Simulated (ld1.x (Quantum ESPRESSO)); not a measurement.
An odd input for ld1.x (Quantum ESPRESSO) 7.5 (ytterbium (Yb))

Command:

```bash
ld1.x < Yb.in > Yb.out
```

Input:

```
&input
   title='Yb', zed=70., rel=2, dft='PBESOL', iswitch=3,
   config='[Xe] 4f14 5d0 6s1.75 6p0.25', rel_dist='average',
   nld=5, rlderiv=3.35, eminld=-6.0, emaxld=5.0, deld=0.02
 /
 &inputp
   pseudotype=3, lpaw=.true., tm=.true., lloc=-1, rcloc=2.75,
   nlcc=.true., new_core_ps=.true., rcore=0.02,
   which_augfun='PSQ', rmatch_augfun_nc=.true.,
   file_pseudopw='Yb.UPF', file_wfcaegen='ae.wfc', file_wfcncgen='nc.wfc', file_beta='beta', file_chi='chi', file_wfcusgen='us.wfc'
 /
6
5S  1  0   2.00   0.00  1.80  2.10  0.0
6S  2  0   1.75   0.00  1.80  2.10  0.0
5P  2  1   6.00   0.00  1.95  2.25  0.0
6P  3  1   0.25   0.00  1.95  2.25  0.0
5D  3  2   0.00   0.00  2.90  3.10  0.0
5D  3  2   0.00   0.55  2.90  3.10  0.0
 &test
   configts(1)='5s2 5p6 5d0 6s1.75 6p0.25'
 /
```

Output (end):

```

     s(1S/1S) =  1.000000  <r> =   0.0197  <r2> =    0.0005  r(max) =   0.0125
     s(2S/2S) =  1.000000  <r> =   0.0828  <r2> =    0.0082  r(max) =   0.0708
     s(2P/2P) =  1.000000  <r> =   0.0687  <r2> =    0.0059  r(max) =   0.0531
     s(2P/2P) =  1.000000  <r> =   0.0762  <r2> =    0.0071  r(max) =   0.0594
     s(3S/3S) =  1.000000  <r> =   0.2163  <r2> =    0.0536  r(max) =   0.1997
     s(3P/3P) =  1.000000  <r> =   0.2061  <r2> =    0.0495  r(max) =   0.1876
     s(3P/3P) =  1.000000  <r> =   0.2202  <r2> =    0.0562  r(max) =   0.1997
     s(4S/4S) =  1.000000  <r> =   0.4879  <r2> =    0.2691  r(max) =   0.4557
     s(4P/4P) =  1.000000  <r> =   0.4957  <r2> =    0.2801  r(max) =   0.4557
     s(4P/4P) =  1.000000  <r> =   0.5282  <r2> =    0.3177  r(max) =   0.4851
     s(3D/3D) =  1.000000  <r> =   0.1935  <r2> =    0.0440  r(max) =   0.1575
     s(3D/3D) =  1.000000  <r> =   0.1979  <r2> =    0.0459  r(max) =   0.1615
     s(5S/5S) =  1.000000  <r> =   1.2089  <r2> =    1.6490  r(max) =   1.0661
     s(5P/5P) =  1.000000  <r> =   1.3680  <r2> =    2.1370  r(max) =   1.1636
     s(5P/5P) =  1.000000  <r> =   1.4879  <r2> =    2.5336  r(max) =   1.2542
     s(4D/4D) =  1.000000  <r> =   0.5535  <r2> =    0.3562  r(max) =   0.4851
     s(4D/4D) =  1.000000  <r> =   0.5651  <r2> =    0.3712  r(max) =   0.4973
     s(4F/4F) =  1.000000  <r> =   0.7774  <r2> =    0.8448  r(max) =   0.4790
     s(4F/4F) =  1.000000  <r> =   0.8030  <r2> =    0.9217  r(max) =   0.4851
     s(5D/5D) =  1.000000  <r> =   3.5192  <r2> =   16.3949  r(max) =   2.0168
     s(5D/5D) =  1.000000  <r> =   3.7901  <r2> =   19.1065  r(max) =   2.1469
     s(6S/6S) =  1.000000  <r> =   3.8849  <r2> =   17.2421  r(max) =   3.2430
     s(6P/6P) =  1.000000  <r> =   5.3973  <r2> =   33.8910  r(max) =   4.3776
     s(6P/6P) =  1.000000  <r> =   5.8713  <r2> =   40.1426  r(max) =   4.7186

     ------------------------ End of All-electron run ------------------------

     --------------------- Generating PAW atomic setup --------------------

      Generating local potential from pseudized AE potential:
      Matching radius rcloc =   2.7500

      Local pseudo, rcloc= 2.722 Estimated cut-off energy=     3.31 Ry

      Computing core charge for nlcc:
     Message from routine find_qi:
     qmax not found

 %%%%%%%%%%%%%%%%%%%%%%%%%%%%%%%%%%%%%%%%%%%%%%%%%%%%%%%%%%%%%%%%%%%%%%%%%%%%%%
     Error in routine compute_phius (1):
     problems with find_qi
 %%%%%%%%%%%%%%%%%%%%%%%%%%%%%%%%%%%%%%%%%%%%%%%%%%%%%%%%%%%%%%%%%%%%%%%%%%%%%%

     stopping ...
```

Task: This input was made by a single change from one that runs to its end. What was changed?

Result: The change: rcore set to 0.02 bohr. The program stops during the generation: "compute_phius: problems with find_qi". Messages: qmax not found.
